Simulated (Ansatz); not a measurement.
CH4MoOS2, SMILES `[CH3][Mo]([OH])(=[S])=[S]`, 9 atoms. Charge 0, multiplicity 1. Correlated methods include outer-core shells of Mo, which these sets cover unevenly. Mo: def2 effective core potential. All runs use 4 threads of a server CPU on a shared host. Correlated methods freeze the cores.

Task: Give the basis size and wall time and peak host memory of each of these runs in Ansatz. RKS BLYP-D4/def2-TZVPP energy; RHF-MP2/def2-QZVPP energy; RKS PBE0-D4/def2-QZVPP energy; RKS PBE0-D4/def2-TZVP frequencies; RHF-CCSD(T)/def2-SVP energy; RKS PBE0-D4/def2-TZVP relaxation (7 steps); RHF-CCSD(T)/def2-TZVPP energy; RKS ωB97M-V/def2-QZVPP energy; RKS PBE0-D4/def2-SVP energy; RKS ωB97M-V/def2-SVP energy; RKS PBE-QIDH (frozen core)/def2-TZVPP energy; RKS B2PLYP (frozen core)/def2-TZVPP energy. (Best estimate.)

Result: The calculation gave: Other jobs shared the machine, so times are rough.

```
                                level                   job  functions  wall time  peak host memory (GiB)
                 RKS PBE0-D4/def2-SVP                energy        115      1.9 s                    0.26
               RKS BLYP-D4/def2-TZVPP                energy        258      3.4 s                    0.39
  RKS B2PLYP (frozen core)/def2-TZVPP                energy        258      9.5 s                    0.74
RKS PBE-QIDH (frozen core)/def2-TZVPP                energy        258       10 s                    0.74
                 RKS ωB97M-V/def2-SVP                energy        115       11 s                    0.41
               RKS PBE0-D4/def2-QZVPP                energy        455       13 s                     1.9
                 RHF-CCSD(T)/def2-SVP                energy        115       16 s                    0.67
               RKS ωB97M-V/def2-QZVPP                energy        455       32 s                     2.2
                   RHF-MP2/def2-QZVPP                energy        455       35 s                     2.7
                RKS PBE0-D4/def2-TZVP  relaxation (7 steps)        200       38 s                     0.6
                RKS PBE0-D4/def2-TZVP           frequencies        200    3.2 min                     0.6
               RHF-CCSD(T)/def2-TZVPP                energy        258    6.5 min                     6.5
```
